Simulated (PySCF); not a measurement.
**Threshold energies of SbO in a plasma**

r²SCAN in PySCF with def2-TZVPPD on every atom (core potentials on Sb), for the lowest determinant that a PBE0 search found; no spin–orbit coupling.

```
species  state (unpaired electrons)  Re (Å)  ωe (cm⁻¹)  energy of the minimum from the neutral (eV)  De (eV)  dissociates to
    SbO               doublet (π ↑)   1.817        856                                         0.00     4.19          Sb + O
   SbO⁺      singlet (closed shell)   1.765        964                                         8.03     5.31         Sb⁺ + O
   SbO⁻              triplet (π ↑↑)   1.881        733                                        -1.72     4.39         Sb + O⁻
```

Task: Work out the lowest energy to break SbO into atoms, from its vibrational ground state.

Result: D0 = De − ωe/2 = 4.19 − 0.05 = 4.14 eV (r²SCAN/def2-TZVPPD).

Task: Work out the ionisation energy of the Sb atom at this level and the threshold of dissociative ionisation.

Result: IE(Sb) = 8.03 + 5.31 − 4.19 = 9.15 eV, so Sb⁺ + O + e⁻ appears at D0 + IE(Sb) = 13.29 eV (r²SCAN/def2-TZVPPD). The measured IE(Sb) is 8.608 eV (NIST ASD).

Task: Work out the electron affinity of the O atom and the threshold of dissociative attachment.

Result: EA(O) = 4.19 − 4.39 − (-1.72) = 1.52 eV, so Sb + O⁻ needs D0 − EA(O) = 2.62 eV (r²SCAN/def2-TZVPPD). The measured EA(O) is 1.461 eV.

Task: At which energy does ion-pair formation open?

Result: Sb⁺ + O⁻ lies at D0 + IE(Sb) − EA(O) = 11.77 eV (r²SCAN/def2-TZVPPD).

These are thermodynamic thresholds; the onsets seen under electron impact lie higher where the geometry changes, and cross-sections peak well above them.

Spin–orbit coupling is left out, which matters for elements this heavy, above all for dissociation energies. For an ion De counts to the pair picked by the measured ionisation energies or electron affinities, which need not be the lowest pair at this level. The highest Kohn–Sham level is positive in this anion. Much of that is self-interaction error, but it also means that the finite basis helps to hold the extra electron. States were picked by a PBE0 search and need not be the measured ground states.
